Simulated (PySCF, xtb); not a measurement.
C2H7Si, SMILES C[SiH]C, multiplicity 2.

The structure is a stationary point at r2SCAN-D4/def2-SVP. The isomer is the one that the SMILES or the coordinates give; other isomers of the formula were not compared.

Method: C-PCM-PBE0/def2-SVP (PySCF).

The values are the electrostatic part of the solvation free energy, E(continuum) − E(gas) at the gas-phase geometry, in a cavity of scaled van der Waals radii (PySCF's table); cavitation and dispersion terms are not included. The dipole moment in vacuum is 0.85 D.

Computed values in water (ε = 78.36), diethylether (ε = 4.24), acetone (ε = 20.49):
```csv
solvent,ε,ΔG(elec) (kcal/mol),dipole (D)
water,78.36,-1.0,1.15
diethylether,4.24,-0.7,1.06
acetone,20.49,-1.0,1.13
```

For comparison, GFN2-xTB/ALPB(water) (xtb, at the GFN2-xTB geometry, all terms of that model) gives 1.0 kcal/mol.
